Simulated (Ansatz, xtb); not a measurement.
# Relative energy of two isomers of C3H8OSi3

Structure a: `C#C[SiH](C=O)[SiH2][SiH3]`, a singlet. Structure b: `C#C[Si]([SiH3])([SiH3])C=O`, a singlet. Both are isolated molecules in the gas phase, relaxed with B3LYP-D3(BJ)/def2-SVP; the shapes shown needn't be the lowest conformers.

a (Å):

```xyz
15

C    -0.4674   -4.3002   -0.2685
C    -0.3450   -3.0905   -0.3431
C    -0.2505   -0.7652   -2.3667
O    -0.4988    0.3777   -2.6819
Si   -0.2302   -1.2682   -0.4914
Si   -2.0058   -0.0909    0.4968
Si   -2.0302    2.0989   -0.3746
H    -0.5706   -5.3680   -0.1982
H     1.0821   -0.8036    0.0465
H    -0.0240   -1.5323   -3.1589
H    -3.2826   -0.8006    0.1838
H    -1.8194   -0.0774    1.9790
H    -0.6466    2.6495   -0.4131
H    -2.6416    2.1148   -1.7301
H    -2.8533    2.9568    0.5325
```

b (Å):

```csv
atom,x (Å),y (Å),z (Å)
C,-2.8206,-3.5156,-1.7307
C,-2.2276,-2.4550,-1.6388
C,-1.4520,0.0867,-3.1996
O,-0.9271,1.1667,-3.3388
Si,-1.3361,-0.8575,-1.5056
Si,0.9428,-1.2217,-1.0589
Si,-2.3328,0.5069,0.1288
H,-3.3437,-4.4513,-1.8113
H,1.6323,0.0974,-0.9753
H,1.5547,-2.0381,-2.1469
H,1.0874,-1.9414,0.2397
H,-1.6044,1.8068,0.1763
H,-2.2441,-0.1617,1.4594
H,-3.7655,0.7480,-0.2083
H,-2.0180,-0.3936,-4.0479
```

Question: Estimate E(b) − E(a) at the level CCSD(T)/def2-SVP + ΔMP2/def2-TZVPP.

Answer: CCSD(T)/def2-SVP + ΔMP2/def2-TZVPP gives E(b) − E(a) = −0.014 eV, slightly favouring structure b, which is too small a margin to settle the true order.

Level by level:

```json
{"level": "GFN2-xTB", "geometry": "GFN2-xTB", "E(b) − E(a) (eV)": "−0.009", "departure from the last row (eV)": "+0.005", "job, with rough time for the two": "optimisation, 2 s"}
{"level": "HF/STO-3G", "geometry": "GFN2-xTB", "E(b) − E(a) (eV)": "−0.185", "departure from the last row (eV)": "−0.171", "job, with rough time for the two": "single point, 2.5 s"}
{"level": "r2SCAN-D4/def2-SVP", "geometry": "GFN2-xTB", "E(b) − E(a) (eV)": "−0.053", "departure from the last row (eV)": "−0.039", "job, with rough time for the two": "single point, 13 s"}
{"level": "B3LYP-D3(BJ)/def2-SVP", "geometry": "B3LYP-D3(BJ)/def2-SVP", "E(b) − E(a) (eV)": "+0.020", "departure from the last row (eV)": "+0.034", "job, with rough time for the two": "optimisation, 8.3 min"}
{"level": "HF/def2-SVP", "geometry": "B3LYP-D3(BJ)/def2-SVP", "E(b) − E(a) (eV)": "+0.018", "departure from the last row (eV)": "+0.032", "job, with rough time for the two": "part of the CCSD(T) run"}
{"level": "MP2/def2-SVP", "geometry": "B3LYP-D3(BJ)/def2-SVP", "E(b) − E(a) (eV)": "+0.005", "departure from the last row (eV)": "+0.019", "job, with rough time for the two": "part of the CCSD(T) run"}
{"level": "CCSD(T)/def2-SVP", "geometry": "B3LYP-D3(BJ)/def2-SVP", "E(b) − E(a) (eV)": "+0.019", "departure from the last row (eV)": "+0.033", "job, with rough time for the two": "single point"}
{"level": "CCSD(T)/def2-SVP + ΔMP2/def2-TZVPP", "geometry": "B3LYP-D3(BJ)/def2-SVP", "E(b) − E(a) (eV)": "−0.014", "departure from the last row (eV)": "", "job, with rough time for the two": "single point, 4.3 min"}
```

As drawn, both hold the same kinds of bond in the same numbers.

The largest departure from CCSD(T)/def2-SVP + ΔMP2/def2-TZVPP is that of HF/STO-3G, 0.171 eV. The last row adds to CCSD(T) the change of the MP2 difference between the two basis sets, here −0.033 eV.

With thermal terms from frequencies at re-optimised GFN2-xTB minima (ideal gas, soft modes damped towards free rotors, one conformer each, 298.15 K, 1 atm): the zero-point term adds −0.035 eV; ΔH is −0.013 and ΔG −0.124 eV.

The correlated steps freeze 19 core orbitals. Codes used: Ansatz 0.2.0, xtb 6.7.1; the last row on 2 threads of Intel(R) Xeon(R) Processor @ 2.50GHz (Skylake/Cascade Lake) on a shared host.
